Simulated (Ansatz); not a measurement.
Cost and result for the atomization energy of C3H12ClN3Sn, SMILES `C[NH][Sn]([Cl])([NH]C)[NH]C` (20 atoms, 19 bonds).

```
atom    x (Å)    y (Å)    z (Å)
  C1  -2.0924   1.3849   1.2950
  N2  -1.9449  -0.0124   0.9239
 Sn3  -0.2751  -0.6089  -0.0297
 Cl4  -0.1438  -2.8912   0.4768
  N5   1.5435   0.1110   0.4233
  C6   2.1772  -0.1909   1.6935
  N7  -0.5304  -0.1316  -1.9495
  C8   0.4493  -0.5062  -2.9548
  H9  -1.8824   2.0208   0.4306
 H10  -1.4418   1.7168   2.1162
 H11  -3.1274   1.5867   1.5886
 H12  -2.1893  -0.6353   1.6818
 H13   1.6634   1.0769   0.1511
 H14   2.0522  -1.2520   1.9209
 H15   3.2541  -0.0040   1.6310
 H16   1.7863   0.3803   2.5466
 H17  -1.4800  -0.2719  -2.2650
 H18   0.3478   0.1325  -3.8382
 H19   0.3775  -1.5511  -3.2822
 H20   1.4562  -0.3545  -2.5599
```

Total charge 0; spin multiplicity 1. Correlated methods include outer-core shells of Sn, which these sets cover unevenly. Sn: def2 effective core potential. Geometry: relaxed with PBE0-D4/def2-TZVP. It is one conformer, not always the lowest. Program: Ansatz. All runs use 4 threads of an AMD EPYC 7R13 on a shared host and a share of an NVIDIA H100 80 GB. Times are those of one run each, without the atoms' runs, and a repeat can differ threefold. Electronic energies, without spin–orbit coupling; frozen cores. CCSD(T)/CBS adds CCSD(T) − MP2 in def2-TZVPP to the MP2 limit, and its time is that of the two runs behind it. T1 = 0.012. With those shells the extrapolation isn't a true limit. HSE06 is the plane-wave form, built on full-range PBE exchange.

CCSD(T)/CBS is a level of theory with its own doubt, some kJ/mol a heavy atom from the limit and from the frozen cores, so smaller differences don't rank the functionals.

| level | functions | wall time | atomization (kJ/mol) | difference from CCSD(T)/CBS | per bond |
| --- | --- | --- | --- | --- | --- |
| HSE06-D4/def2-TZVPP | 446 | 3.1 s | 7062.1 | -6.6 | -0.3 |
| PBE-D4/def2-TZVPP (with forces) | 446 | 3.6 s | 7197.3 | 128.6 | 6.8 |
| revPBE-D4/def2-TZVPP | 446 | 3.7 s | 7015.3 | -53.4 | -2.8 |
| LDA (SPW92)/def2-TZVPP | 446 | 3.8 s | 8096.7 | 1028.0 | 54.1 |
| CAM-B3LYP-D4/def2-TZVPP | 446 | 4.6 s | 7084.5 | 15.8 | 0.8 |
| BLYP-D4/def2-TZVPP | 446 | 4.7 s | 7055.7 | -13.0 | -0.7 |
| BHLYP-D4/def2-TZVPP | 446 | 5.5 s | 6840.1 | -228.6 | -12.0 |
| PBE-QIDH/def2-TZVPP | 446 | 7.5 s | 6976.1 | -92.6 | -4.9 |
| ωB97M-V/def2-TZVPP (with forces) | 446 | 8 s | 7066.1 | -2.6 | -0.1 |
| MP2/def2-QZVPP | 854 | 8 s | 7053.1 | -15.6 | -0.8 |
| CCSD(T)/def2-SVP | 188 | 10 s | 6586.4 | -482.3 | -25.4 |
| CCSD(T)/def2-TZVPP | 446 | 34 s | 6849.1 | -219.6 | -11.6 |
| CCSD(T)/CBS(def2) | – | 42 s | 7068.7 | 0.0 | 0.0 |

Leaving LDA and LC-ωPBE aside and taking each functional with its dispersion term where it has one, the values spread over 357.3 kJ/mol, from BHLYP-D4 to PBE-D4. LDA lies +950.3 kJ/mol from PBE without D4, its usual overbinding. From BLYP to BHLYP (50 % exact exchange), in def2-TZVPP and without D4, the atomization energy moves by −174.2 kJ/mol: exact exchange takes away binding that semilocal exchange gives to molecules. The D4 term adds +80.9 kJ/mol with B3LYP and +44.2 kJ/mol with PBE0; it sums over pairs of atoms, weighted by their polarisabilities, and B3LYP, whose exchange is more repulsive, gets the larger term.

B3LYP here is the variant with VWN-RPA as its local correlation; programs differ in this.

Spin–orbit coupling would lower the free Sn atoms strongly, and the atomization energy with them, by more than many differences here. For some Ge, Se and Sn compounds the MP2-based and the directly extrapolated limit differ by 10 to 25 kJ/mol.
